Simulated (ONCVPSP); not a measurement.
# Which change was made? (Ca, ONCV)

Ca, optimised norm-conserving Vanderbilt (ONCV), made with ONCVPSP 4.0.1 (PBEsol, scalar-relativistic). Core [Ne], reference 3s2 3p6 4s2. Waves: 3s+4s: rc 2.30 bohr, ncon 5, nbas 8, qcut 5.3 1/bohr, 2 projectors; 3p: rc 1.20 bohr, ncon 4, nbas 8, qcut 5.8 1/bohr, 2 projectors, debl 0.7 Ha; d scattering state at 0.15 Ha: rc 1.85 bohr, ncon 4, nbas 8, qcut 6 1/bohr, 3 projectors, debl 0.7 Ha. Local part: polynomial inside 0.95 bohr (lpopt 5, dvloc0 4 Ha). Core correction: Teter function, fcfact 2.75, rcfact 1.1.

In the p channel the program set the typed energies aside and used -1.027, 0.250 Ha. In the d channel the program set the typed energies aside and used -0.072, 0.628, 1.328 Ha.

Cutoffs, loose and tight: the cutoffs (Ha) at which the residual kinetic energy of the hardest occupied pseudo-wave falls to 1 and 0.1 mHa per electron. They do not see the model core or the augmentation charge, which bear on the density cutoff. Test errors are all-electron minus pseudo excitation energies from the reference, over the configurations 3s2 3p6 4s1; 3s2 3p6 4s0; 3s2 3p6 4s1.5; 3s2 3p6 3d1 4s1; variants that change the core or the reference have their own tests. The largest error is taken over the tests solved by every variant that gives reliable tests at all, those not shown here included: 3s2 3p6 4s0; 3s2 3p6 4s1; 3s2 3p6 4s1.5.

The base gives: outcome: generated, projector energies reset by the program; cutoff, loose: 14 Ha; cutoff, tight: 112 Ha; bound ghosts: d; GHOST(+) flags above zero: d; largest test error (meV): -3.1.

(1) After one change the result is: outcome: generated, projector energies reset by the program; cutoff, loose: 24 Ha; cutoff, tight: 33 Ha; bound ghosts: none; GHOST(+) flags above zero: none; largest test error (meV): -2.1. Which change was it?
A. s: qcut 6.6; p: qcut 7.2; d: qcut 7.4
B. s: qcut 7.8; p: qcut 8.5; d: qcut 8.8
C. s: qcut 7; p: qcut 7.6; d: qcut 7.9
D. s: qcut 3.5; p: qcut 3.8; d: qcut 3.9

Results:

(1) B. The others give: s: qcut 3.5; p: qcut 3.8; d: qcut 3.9 → outcome: generated, projector energies reset by the program; cutoff, loose: 25 Ha; cutoff, tight: 59 Ha; bound ghosts: d; GHOST(+) flags above zero: none; largest test error (meV): -3.7 | s: qcut 7; p: qcut 7.6; d: qcut 7.9 → outcome: generated, projector energies reset by the program; cutoff, loose: 19 Ha; cutoff, tight: 44 Ha; bound ghosts: none; GHOST(+) flags above zero: none; largest test error (meV): -2.5 | s: qcut 6.6; p: qcut 7.2; d: qcut 7.4 → outcome: generated, projector energies reset by the program; cutoff, loose: 15 Ha; cutoff, tight: 67 Ha; bound ghosts: none; GHOST(+) flags above zero: none; largest test error (meV): -2.6.
